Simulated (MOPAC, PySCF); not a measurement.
C4H6BN, SMILES `B/C=C\CC#N`, neutral singlet in the gas phase. 

Cartesian coordinates (Å):
```xyz
12

B     -1.9861     0.2282    -0.4684
C     -1.0963     0.2690     0.7805
C      0.2026    -0.0438     0.8282
C      1.0420    -0.5295    -0.3191
C      2.2709     0.2468    -0.4517
N      3.2316     0.8609    -0.5418
H     -3.1463     0.4790    -0.3832
H     -1.5477    -0.0493    -1.5407
H     -1.5331     0.5752     1.7263
H      0.7413     0.0309     1.7689
H      1.3272    -1.5706    -0.1414
H      0.4940    -0.4968    -1.2576
```
Charge 0, multiplicity 1.

All levels are single points at this geometry (CAM-B3LYP-D3(BJ)/def2-TZVP); Pople sets use spherical d functions. Orbital energies aren't observables, and empty levels follow the basis.

| level | HOMO (eV) | LUMO (eV) | gap (eV) | dipole (D) | vertical IE, Delta-SCF (eV) |
|---|---|---|---|---|---|
| CAM-B3LYP-D3(BJ)/def2-TZVP in PySCF | -10.05 | -1.48 | 8.57 | 3.40 | 10.88 |
| TPSSh-D3(BJ)/def2-TZVP in PySCF | -8.11 | -2.98 | 5.13 | 3.30 | 10.62 |
| B3LYP/3-21G in PySCF | -8.32 | -2.46 | 5.86 | 2.92 | – |
| B3LYP/6-31G* in PySCF | -8.24 | -2.41 | 5.83 | 3.17 | 10.58 |
| M06-2X/6-31G* in PySCF | -9.69 | -1.32 | 8.37 | 3.22 | – |
| PBE/6-31G* in PySCF | -7.40 | -3.21 | 4.19 | 3.07 | – |
| HF/STO-3G in PySCF | -9.35 | 4.86 | 14.22 | 2.61 | – |
| PM6 in MOPAC | -11.00 | -0.91 | 10.09 | 3.06 | – |
| PM7 in MOPAC | -11.04 | -1.19 | 9.85 | 3.25 | – |
